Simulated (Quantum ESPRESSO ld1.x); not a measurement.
Coulomb parameter of the 4d shell of the niobium ion Nb+ in the model configuration [Kr] 4d2.5 5p1.5, as a second difference U = [E(n + 0.5) + E(n - 0.5) - 2 E(n)] / (0.5)^2 with all orbitals relaxed. "Bare": the charge of the atom changes with n. "Screened": the 5p shell takes up the change at fixed total charge, which measures U(4d,4d) + U(5p,5p) - 2 U(4d,5p). Calculated with ld1.x of Quantum ESPRESSO 7.5: scalar-relativistic Kohn-Sham, BLYP, spin-unpolarised, spherical densities, point nucleus.

case              configuration  E - E(n) (eV)
start          [Kr] 4d2.5 5p1.5          0.000
bare +0.5        [Kr] 4d3 5p1.5         -5.792
bare -0.5        [Kr] 4d2 5p1.5          8.213
screened +0.5      [Kr] 4d3 5p1         -2.865
screened -0.5      [Kr] 4d2 5p2          3.396

U(bare) = 9.683 eV, U(screened by 5p) = 2.127 eV, against the Slater integral F0(4d,4d) = 13.282 eV with frozen orbitals.
